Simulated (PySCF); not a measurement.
Cl2Mg, charge +1, doublet, at a GFN2-xTB geometry (such geometries of metal compounds can be far from the true shape) (a state made from the parent by changing its charge; the spin is typed, not shown lowest); PySCF with B3LYP/3-21G.

PySCF was given this input:
```python
from pyscf import gto, scf, dft

mol = gto.M(
    atom='''
Mg    0.00000000    0.00000000    0.00000000
Cl   -0.00000000   -0.00000000   -2.17107165
Cl    0.00000000    0.00000000    2.17107165
''',
    basis='3-21g',
    charge=1,
    spin=1,
    verbose=4,
)

mf = dft.UKS(mol)
mf.xc = 'b3lyp'
mf.grids.radi_method = dft.radi.gauss_chebyshev
mf.kernel()
mf.analyze()
```

The log (banner, timings and long lists left out):

```
PySCF version 2.14.0

[INPUT] verbose = 4
[INPUT] num. atoms = 3
[INPUT] num. electrons = 45
[INPUT] charge = 1
[INPUT] spin (= nelec alpha-beta = 2S) = 1
[INPUT] symmetry False subgroup None
[INPUT] Mole.unit = angstrom
[INPUT] Symbol           X                Y                Z      unit          X                Y                Z       unit  Magmom
[INPUT]  1 Mg     0.000000000000   0.000000000000   0.000000000000 AA    0.000000000000   0.000000000000   0.000000000000 Bohr   0.0
[INPUT]  2 Cl     0.000000000000   0.000000000000  -2.171071650000 AA    0.000000000000   0.000000000000  -4.102730815308 Bohr   0.0
[INPUT]  3 Cl     0.000000000000   0.000000000000   2.171071650000 AA    0.000000000000   0.000000000000   4.102730815308 Bohr   0.0

nuclear repulsion = 134.666402664924
number of shells = 21
number of NR pGTOs = 81
number of NR cGTOs = 39
basis = 3-21g
ecp = {}

******** <class 'pyscf.dft.uks.UKS'> ********
method = UKS
initial guess = minao
damping factor = 0
level_shift factor = 0
DIIS = <class 'pyscf.scf.diis.CDIIS'>
diis_start_cycle = 1
diis_space = 8
diis_damp = 0
SCF conv_tol = 1e-09
SCF conv_tol_grad = None
SCF max_cycles = 50
direct_scf = True
direct_scf_tol = 1e-13
number electrons alpha = 23  beta = 22
XC library pyscf.dft.libxc version 7.1.2
    S. Lehtola, C. Steigemann, M. J. T. Oliveira, and M. A. L. Marques,  SoftwareX 7, 1–5 (2018)
XC functionals = b3lyp
    P. J. Stephens, F. J. Devlin, C. F. Chabalowski, and M. J. Frisch,  J. Phys. Chem. 98, 11623 (1994)
radial grids: Gauss-Chebyshev [JCP 108, 3226 (1998); DOI:10.1063/1.475719) radial grids
becke partition: Becke, JCP 88, 2547 (1988); DOI:10.1063/1.454033
pruning grids: <function nwchem_prune>
grids dens level: 3
symmetrized grids: False
atomic radii adjust function: <function treutler_atomic_radii_adjust>
small_rho_cutoff = 0
Set gradient conv threshold to 3.16228e-05
tot grids = 54592
init E= -1114.42583453133

cycle= 1 E= -1114.65567701302  delta_E= -0.23  |g|= 0.143  |ddm|= 1.28
cycle= 2 E= -1114.66707329179  delta_E= -0.0114  |g|= 0.133  |ddm|= 0.619
cycle= 3 E= -1114.68013726321  delta_E= -0.0131  |g|= 0.0169  |ddm|= 0.218
cycle= 4 E= -1114.68029134528  delta_E= -0.000154  |g|= 0.00133  |ddm|= 0.026
cycle= 5 E= -1114.68029416314  delta_E= -2.82e-06  |g|= 0.000238  |ddm|= 0.00358
cycle= 6 E= -1114.6802942686  delta_E= -1.05e-07  |g|= 3.08e-05  |ddm|= 0.000776
cycle= 7 E= -1114.68029427041  delta_E= -1.81e-09  |g|= 4.16e-06  |ddm|= 0.000112
cycle= 8 E= -1114.68029427043  delta_E= -2.5e-11  |g|= 7.55e-07  |ddm|= 1.3e-05
Extra cycle  E= -1114.68029427041  delta_E= 2.14e-11  |g|= 4.97e-06  |ddm|= 9.64e-06
converged SCF energy = -1114.68029427041  <S^2> = 0.75467795  2S+1 = 2.0046725
**** SCF Summaries ****
Total Energy =                       -1114.680294270411650
Nuclear Repulsion Energy =             134.666402664923595
One-electron Energy =                -1801.444629260735610
Two-electron Energy =                  552.097932325400393
Two-electron Coulomb Energy =          624.790092579738143
DFT Exchange-Correlation Energy =      -72.692160254337779
**** MO energy ****
                             alpha | beta                alpha | beta
MO #1   energy= -101.071222746804  | -101.067500960793  occ= 1 | 1
MO #2   energy= -101.070838073604  | -101.067116666034  occ= 1 | 1
MO #3   energy= -46.805461179107   | -46.8056251302523  occ= 1 | 1
MO #4   energy= -9.6401121579416   | -9.63658519745446  occ= 1 | 1
MO #5   energy= -9.63862732640368  | -9.63509780990134  occ= 1 | 1
MO #6   energy= -7.41185351091538  | -7.40218587039463  occ= 1 | 1
MO #7   energy= -7.41160562352914  | -7.40209577048033  occ= 1 | 1
MO #8   energy= -7.4044459499295   | -7.40034075100337  occ= 1 | 1
MO #9   energy= -7.40435589762061  | -7.40008985188135  occ= 1 | 1
MO #10  energy= -7.39912080334623  | -7.39693024296957  occ= 1 | 1
MO #11  energy= -7.39887641809227  | -7.39668560427014  occ= 1 | 1
MO #12  energy= -3.41138144233661  | -3.41164221456801  occ= 1 | 1
MO #13  energy= -2.15334627665457  | -2.15358064698707  occ= 1 | 1
MO #14  energy= -2.15016255220659  | -2.15054634401175  occ= 1 | 1
MO #15  energy= -2.14984956842772  | -2.15002900312104  occ= 1 | 1
MO #16  energy= -1.06889554150165  | -1.0435525615851   occ= 1 | 1
MO #17  energy= -1.06538076735518  | -1.03948612720314  occ= 1 | 1
MO #18  energy= -0.621084363351988 | -0.612588001687372 occ= 1 | 1
MO #19  energy= -0.600328407892671 | -0.590579534895079 occ= 1 | 1
MO #20  energy= -0.59836509923253  | -0.562638022337192 occ= 1 | 1
MO #21  energy= -0.592787499070242 | -0.555233422599282 occ= 1 | 1
MO #22  energy= -0.571589720754241 | -0.534393226300461 occ= 1 | 1
MO #23  energy= -0.564821787920481 | -0.501260868489857 occ= 1 | 0
MO #24  energy= -0.294512933769487 | -0.29322286747096  occ= 0 | 0
MO #25  energy= -0.224794738425558 | -0.220887070490335 occ= 0 | 0
MO #26  energy= -0.219285619275864 | -0.219192314241032 occ= 0 | 0
MO #27  energy= -0.119812308270911 | -0.116910245363591 occ= 0 | 0
MO #28  energy= -0.0450237993199982 | -0.0438119011815371 occ= 0 | 0
MO #29  energy= -0.0255650187616963 | -0.0256170730696442 occ= 0 | 0
MO #30  energy= -0.0224515966610899 | -0.0225481907293451 occ= 0 | 0
MO #31  energy= 0.0737162721177429 | 0.0762098748347674 occ= 0 | 0

To work with the spin densities directly, `use mulliken_meta_spin()` only printing them here.

 ** Mulliken spin pop alpha/beta on meta-lowdin orthogonal AOs **
 ** Mulliken Spin Density (per AO)  **
spin_pop of  0 Mg 1s        0.00000
spin_pop of  0 Mg 2s       -0.00000
spin_pop of  0 Mg 3s       -0.01114
spin_pop of  0 Mg 4s       -0.00078
spin_pop of  0 Mg 2px       0.00000
spin_pop of  0 Mg 2py      -0.00000
spin_pop of  0 Mg 2pz       0.00000
spin_pop of  0 Mg 3px      -0.00218
spin_pop of  0 Mg 3py      -0.01409
spin_pop of  0 Mg 3pz      -0.00053
spin_pop of  0 Mg 4px      -0.00016
spin_pop of  0 Mg 4py      -0.00086
spin_pop of  0 Mg 4pz      -0.00069
spin_pop of  1 Cl 1s       -0.00000
spin_pop of  1 Cl 2s       -0.00000
spin_pop of  1 Cl 3s        0.00069
spin_pop of  1 Cl 4s       -0.00007
spin_pop of  1 Cl 2px       0.00000
spin_pop of  1 Cl 2py       0.00005
spin_pop of  1 Cl 2pz       0.00000
spin_pop of  1 Cl 3px       0.00147
spin_pop of  1 Cl 3py       0.50724
spin_pop of  1 Cl 3pz       0.00591
spin_pop of  1 Cl 4px      -0.00000
spin_pop of  1 Cl 4py      -0.00010
spin_pop of  1 Cl 4pz       0.00004
spin_pop of  2 Cl 1s       -0.00000
spin_pop of  2 Cl 2s       -0.00000
spin_pop of  2 Cl 3s        0.00069
spin_pop of  2 Cl 4s       -0.00007
spin_pop of  2 Cl 2px       0.00000
spin_pop of  2 Cl 2py       0.00005
spin_pop of  2 Cl 2pz       0.00000
spin_pop of  2 Cl 3px       0.00147
spin_pop of  2 Cl 3py       0.50722
spin_pop of  2 Cl 3pz       0.00591
spin_pop of  2 Cl 4px      -0.00000
spin_pop of  2 Cl 4py      -0.00010
spin_pop of  2 Cl 4pz       0.00004
 ** Mulliken Spin Density (per atom)  **
spin density of  0 Mg =     -0.03042
spin density of  1 Cl =      0.51522
spin density of  2 Cl =      0.51520
 ** Mulliken pop alpha/beta on meta-lowdin orthogonal AOs **
 ** Mulliken pop       alpha | beta **
pop of  0 Mg 1s        1.00000 | 1.00000
pop of  0 Mg 2s        0.99973 | 0.99973
pop of  0 Mg 3s        0.18784 | 0.19897
pop of  0 Mg 4s        0.00809 | 0.00887
pop of  0 Mg 2px       0.99982 | 0.99982
pop of  0 Mg 2py       0.99981 | 0.99981
pop of  0 Mg 2pz       0.99917 | 0.99917
pop of  0 Mg 3px       0.01356 | 0.01574
pop of  0 Mg 3py       0.00963 | 0.02372
pop of  0 Mg 3pz       0.00722 | 0.00775
pop of  0 Mg 4px       0.00213 | 0.00229
pop of  0 Mg 4py       0.00188 | 0.00275
pop of  0 Mg 4pz       0.00727 | 0.00797
pop of  1 Cl 1s        0.99999 | 0.99999
pop of  1 Cl 2s        0.99968 | 0.99968
pop of  1 Cl 3s        0.98129 | 0.98061
pop of  1 Cl 4s        0.00136 | 0.00142
pop of  1 Cl 2px       0.99992 | 0.99992
pop of  1 Cl 2py       0.99992 | 0.99987
pop of  1 Cl 2pz       0.99989 | 0.99989
pop of  1 Cl 3px       0.99223 | 0.99076
pop of  1 Cl 3py       0.99419 | 0.48695
pop of  1 Cl 3pz       0.91292 | 0.90700
pop of  1 Cl 4px       0.00010 | 0.00010
pop of  1 Cl 4py       0.00023 | 0.00033
pop of  1 Cl 4pz       0.00021 | 0.00017
pop of  2 Cl 1s        0.99999 | 0.99999
pop of  2 Cl 2s        0.99968 | 0.99968
pop of  2 Cl 3s        0.98129 | 0.98061
pop of  2 Cl 4s        0.00136 | 0.00142
pop of  2 Cl 2px       0.99992 | 0.99992
pop of  2 Cl 2py       0.99992 | 0.99987
pop of  2 Cl 2pz       0.99989 | 0.99989
pop of  2 Cl 3px       0.99223 | 0.99076
pop of  2 Cl 3py       0.99419 | 0.48697
pop of  2 Cl 3pz       0.91292 | 0.90700
pop of  2 Cl 4px       0.00010 | 0.00010
pop of  2 Cl 4py       0.00023 | 0.00033
pop of  2 Cl 4pz       0.00021 | 0.00017
In total            23.00000 | 22.00000
 ** Mulliken atomic charges   ( Nelec_alpha | Nelec_beta ) **
charge of  0Mg =      1.49727  (     5.23615      5.26658 )
charge of  1Cl =     -0.24863  (     8.88192      8.36670 )
charge of  2Cl =     -0.24864  (     8.88192      8.36672 )

WARN: System has nonzero charge 1; the dipole moment is origin-dependent.
Location of origin: [0. 0. 0.]

Dipole moment(X, Y, Z, Debye): -0.00000, -0.00000, -0.00018
```
